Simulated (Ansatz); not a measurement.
BH7O3Si2, SMILES `OB(O[SiH3])O[SiH3]`, charge 0, multiplicity 1.

(1) Give a relaxed structure at PBE0-D4/def2-TZVP (Ansatz 0.2.0). (An estimate is asked.)

## Answers

(1) Computed: 
Z-matrix (Å, degrees):
```
Si
O 1 1.655
H 1 1.484 2 110.6
H 1 1.484 2 110.6 3 -121.8
H 1 1.482 2 106.3 3 119.1
B 2 1.365 1 128.5 3 61.0
O 6 1.364 2 120.7 1 -180.0
O 6 1.364 2 120.1 1 0.0
H 7 0.960 6 112.5 2 0.0
Si 8 1.653 6 130.8 2 179.9
H 10 1.482 8 106.3 6 -179.6
H 10 1.484 8 110.5 6 61.3
H 10 1.484 8 110.5 6 -60.4
```
Point group Cs.
This is one stationary point; other conformers may exist.
